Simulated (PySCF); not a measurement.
Work out the structure from these simulated measurements.

Formula: C3HMgN.

- UV, first state: lowest singlet excitation: 4.66 eV (266 nm, f = 0.000) [TDDFT CAM-B3LYP/def2-SVPD]
- Polarisability: 67.2 au [CAM-B3LYP/def2-SVPD]
- Rotational structure: rotational constant B (linear): 1.310 GHz [PBE0-D3(BJ)/def2-SVP]
- 13C NMR: chemical shifts (computed TMS as zero) by class: 99.3 (1 C), 96.5 (1 C), 75.9 (1 C) ppm [GIAO KT3/pcSseg-2]
- UV, strongest line: among the 10 lowest singlet transitions: S6/S7/S8 at 6.76 eV (183 nm, f = 0.864 summed over these states) [TDDFT CAM-B3LYP/def2-SVPD]
- Dipole: 4.74 D [CAM-B3LYP/def2-SVPD]

Gas-phase values; electronic properties from PySCF, density fitting. Levels stand in brackets. Isolated species at its PBE0-D3(BJ)/def2-SVP geometry, gas phase. NMR classes are plain means over equivalent atoms (diastereotopic ones count apart unless rotation or inversion swaps them), as if these changed places fast.

Task: Propose a structure and show how it fits.

Result: Numbering: `[N:1]#[C:2][C:3]#[C:4][MgH:5]`. 3 carbons fall into 3 classes; from least to most shielded: nitrile carbon [C2] (99.3 ppm), alkyne carbon [C4] (96.5 ppm), alkyne carbon [C3] (75.9 ppm). The optimised geometry has point group C∞v and is a linear rotor. Structure: `N#CC#[C][MgH]`. The assignments are read from this structure; whether some other isomer fits the data as well wasn't checked.
